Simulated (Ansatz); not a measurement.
`C[CH](C)[MgH]` → 3 C• + 8 H• + Mg (atom)  (atomization)

Program: Ansatz. Geometries: PBE0-D4/def2-TZVP. ΔE: electronic, gas phase. CCSD(T)/CBS is the MP2 limit (def2-TZVPP, def2-QZVPP) plus CCSD(T) − MP2 in def2-TZVPP, frozen cores. This one scheme is used for every species, atoms too. DFT in def2-TZVPP. Open shells (•) are unrestricted, without spin–orbit coupling. Spin–orbit coupling would lower the free atoms: a little for C. For Mg outer-core shells are correlated without core-valence functions, so the limit isn't a true one: a few kJ/mol of doubt a bond, and 10 to 20 or more in all where bonds break to atoms.

Task: What is ΔE at CCSD(T)/CBS? (Estimate.)

Result: Computed: +42.91 eV.

Task: What do these levels give: PBE-D4, r2SCAN0-D4, ωB97X-V, revPBE, r2SCAN, SCS-MP2/def2-QZVPP? (An estimate is asked.)

Result: Computed: PBE-D4 43.38, r2SCAN0-D4 42.63, ωB97X-V 42.89, revPBE 41.91, r2SCAN 42.92, SCS-MP2/def2-QZVPP 42.81 eV.

Task: What do rigid-rotor, harmonic-oscillator terms from PBE0-D4/def2-TZVP frequencies (298.15 K, 1 bar) make of the CCSD(T)/CBS value? (Best estimate.)

Result: Ansatz gave: ΔZPE = -2.63 eV, ΔH = +40.84 eV, ΔS = 1213 J/(mol·K), ΔG = +37.10 eV. Open shells count their whole term as degenerate.

Largest T1 diagnostic among the species: 0.009.

Leaving LDA and LC-ωPBE aside and taking each functional with its dispersion term where it has one, the values, not all of them listed here, spread over 1.40 eV, from BHLYP-D4 to PBE-D4. LDA lies +5.01 eV from PBE without D4, its usual overbinding. From BLYP to BHLYP (50 % exact exchange), in def2-TZVPP and without D4, ΔE moves by −0.37 eV: exact exchange takes away binding that semilocal exchange gives to molecules. At CCSD(T), def2-SVP lies −1.83 eV from the extrapolated value and def2-TZVPP −1.01 eV: correlation converges slowly with the basis, and small sets miss more of it in the bonded molecule than in its fragments.

For atomizations the MP2-based limit and the directly extrapolated one differ by several kJ/mol either way, and by 10 to 25 for some Ge, Se and Sn compounds, so smaller differences from it don't rank the levels.
